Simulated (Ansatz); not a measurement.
Isomers of C₂H₁₀B₂Si, relaxed with PBE0-D4/def2-TZVP in Ansatz; electronic energies, one conformer each and not always the lowest. Functionals use def2-TZVPP; CBS adds triple-zeta CCSD(T) − MP2 to the MP2 limit of def2-TZVPP and def2-QZVPP.

Q: Order them by energy at frozen-core CCSD(T)/CBS, lowest first. (An estimate is asked.)
A. `BB(C)C[SiH3]`
B. `CBB(C)[SiH3]`
C. `BC(C)B[SiH3]`

A: A (0.0 kcal/mol), B (4.5 kcal/mol), C (13.1 kcal/mol).

Q: How do HF/CBS(def2), MP2/CBS(def2), r2SCAN-D4, B2PLYP place them (kcal/mol, against `BB(C)C[SiH3]`)? (An estimate is asked.)

A: The calculation gave: 
```csv
isomer,HF/CBS(def2),MP2/CBS(def2),r2SCAN-D4,B2PLYP
`CBB(C)[SiH3]`,6.3,6.2,2.0,3.8
`BC(C)B[SiH3]`,14.4,13.7,14.0,13.7
```
